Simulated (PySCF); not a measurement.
Ti(I)2(NH2)2 (H₄I₂N₂Ti), SMILES [NH2][Ti]([NH2])([I])[I], multiplicity 1. Coordinates come from a PBE-D3(BJ)/def2-SVP optimisation. The multiplicity is an assumed one; other spin states were not compared. The def2 effective core potentials stand for the cores of I; spin–orbit coupling is left out. The values are those of a single conformer.

Question: Give the equilibrium geometry at PBE-D3(BJ)/def2-SVP (PySCF confirms it by a frequency run) as a Z-matrix, and its point group. (An estimate is asked for; the answer gives what the named calculation found.)

Answer: This is not unique; one that fits is point group Cs.
```
Ti
N 1 1.8513
H 2 1.0274 1 124.23
H 2 1.0274 3 110.82 1 -170.62
N 1 1.8567 2 105.54 3 95.31
H 5 1.0247 1 127.98 2 0.00
H 5 1.0285 6 110.54 1 -180.00
I 1 2.6036 2 110.36 3 -21.91
I 1 2.6036 2 110.36 3 -147.47
```
